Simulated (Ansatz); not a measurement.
Species: H$_{6}$SiSn, SMILES `[SiH3][SnH3]` (charge 0, multiplicity 1), formula H₆SiSn.

Question: How many basis functions does frozen-core CCSD(T)/def2-TZVPP // B3LYP-D3(BJ)/def2-TZVP run with Ansatz (an electronic-structure program) use, how many core orbitals are frozen, and how many electrons are correlated?

Answer: 176 basis functions and 9 frozen orbitals, which leaves 24 correlated electrons (filled d shells below the valence shell are correlated). Core time is of the order of seconds.
